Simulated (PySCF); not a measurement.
# Worked example: chemical shift, span and skew from a shielding tensor

C₂H₄ClFSi₂, SMILES C(#C[SiH2]F)[SiH2]Cl. Atoms are numbered in the order given.

```xyz
10

Si     2.7374     0.5760    -0.4322
F      3.7138    -0.7185    -0.4112
C      1.0177     0.0170    -0.1401
C     -0.1389    -0.3340     0.0535
Si    -1.8645    -0.8772     0.3445
Cl    -3.0978     0.7771     0.3312
H      2.8305     1.2129    -1.7697
H      3.1514     1.4942     0.6581
H     -2.2817    -1.7967    -0.7447
H     -1.9562    -1.5347     1.6732
```
Charge 0, spin multiplicity 1.

Geometry optimised at PBE0-D3(BJ)/def2-SVP. The structure was generated by enumeration, and PubChem lists no compound with its InChIKey, so it may never have been made.

GIAO shieldings from B3LYP/pcSseg-1 run with PySCF, non-relativistic, no solvent. The symmetric part of the tensor of C3 has the principal values -33.1, -30.9, 253.2 ppm. The same nucleus in TMS has σ = 181.3 ppm at this level (PySCF, at its B3LYP-D3(BJ)/def2-TZVP geometry). Without spin–orbit terms, shifts of atoms bonded to Cl or Br come out too high.

Q: Work out the isotropic shielding, the ¹³C shift against TMS, the span and the skew.

A: 
σ(iso) = (σ11 + σ22 + σ33)/3 = 63.1 ppm. δ = σ(ref) − σ(iso) = 181.3 − (63.1) = 118.2 ppm.
Span Ω = σ33 − σ11 = 286.3 ppm. Skew κ = 3(σ(iso) − σ22)/Ω = 0.98, an axial tensor. Tumbling in solution averages the tensor to δ; in a static solid the shielding alone would spread this spin-1/2 line over Ω.
